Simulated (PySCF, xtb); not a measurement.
Si(H)(SH)3 (H₄S₃Si), SMILES S[SiH](S)S. Other conformers were not sampled.

Harmonic wavenumbers (cm⁻¹) from GFN2-xTB (xtb) at its own minimum, in rising order: 62, 90, 122, 141, 151, 180, 425, 544, 545, 621, 641, 707, 724, 733, 2333, 2479, 2487, 2493.

Q: What does PySCF 2.14.0 with PBE0-D3(BJ)/def2-SVP give at its own minimum? (The exact figures need the calculation; the answer reports its results.)

A: 113, 144, 192, 211, 225, 272, 443, 545, 559, 660, 705, 758, 797, 866, 2249, 2702, 2704, 2711. Paired by order, the mean absolute difference is 86 cm⁻¹ and the zero-point energies are 22.1 and 24.1 kcal/mol.
